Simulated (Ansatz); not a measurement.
Computed with Ansatz on PBE0-D4/def2-TZVP structures; ΔE is electronic, products minus reactants. CBS: MP2 limit from def2 TZ/QZ plus the TZ coupled-cluster correction, frozen cores. This one scheme is used for every species. DFT in def2-TZVPP. B3LYP here is the variant with VWN-RPA as its local correlation; programs differ in this. For Ge outer-core shells are correlated without core-valence functions, which leaves a few kJ/mol of doubt a bond. Scalar relativity is left out up to krypton. One conformer a species, not always the lowest.

Consider the formal exchange of groups at a Ge–C bond: `O[CH2][GeH2][SiH3]` + `N=CO` → `[OH][GeH2][SiH3]` + `N=CCO`.

Problem. Is it downhill or uphill in electronic energy at CCSD(T)/CBS, and by how much? (Best estimate.)

Solution. Ansatz gave: Downhill: ΔE = -47.3 kJ/mol.

Problem. What do these levels give: PBE0-D4, B3LYP-D4, B2PLYP, HF/def2-QZVPP, MP2/def2-QZVPP, CCSD/CBS(def2)? (Estimate.)

Solution. Computed: PBE0-D4 -39.7, B3LYP-D4 -43.7, B2PLYP -46.9, HF/def2-QZVPP -54.5, MP2/def2-QZVPP -48.8, CCSD/CBS(def2) -48.3 kJ/mol.

Largest T1 diagnostic among the species: 0.014.

In def2-TZVPP, CCSD(T) changes the Hartree–Fock value by +6.1 kJ/mol (the triples alone add +0.9 kJ/mol) and MP2 by +5.0 kJ/mol.
